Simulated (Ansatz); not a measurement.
A structure relaxed at PBE-D4/def2-SVP in Ansatz, charge 0, singlet:

```xyz
18

C    -0.2383    0.0125   -0.3916
C    -0.7899   -1.3291    0.1109
C    -1.2397    0.6881   -1.3346
C     1.1162   -0.1792   -1.0883
O    -0.0890    0.9267    0.7152
Si    0.8257    0.7636    2.1111
H    -0.9786   -2.0197   -0.7355
H    -0.0748   -1.8272    0.7976
H    -1.7425   -1.1766    0.6561
H    -2.2023    0.8545   -0.8121
H    -1.4258    0.0653   -2.2323
H    -0.8509    1.6729   -1.6603
H     1.8524   -0.6574   -0.4102
H     1.5274    0.7984   -1.4093
H     1.0125   -0.8258   -1.9828
H     0.6139    2.0406    2.8674
H     2.2983    0.5903    1.8317
H     0.3854   -0.3981    2.9669
```

Q: Give its formula, name or SMILES.

A: Si(OtBu)H3 (C₄H₁₂OSi).

Q: Summarise the bond lengths by kind (pairs closer than 1.2 times the sum of covalent radii, bridged metal pairs left out).

A: 3 × C–C 1.53 to 1.54 Å; 1 × C–O 1.44 Å; 1 × O–Si 1.68 Å; 9 × C–H 1.11 Å; 3 × H–Si 1.50 to 1.51 Å.

Another isomer (singlet) lies 1.12 eV lower at PBE0-D4/def2-TZVP; other spin states weren't run for this one.
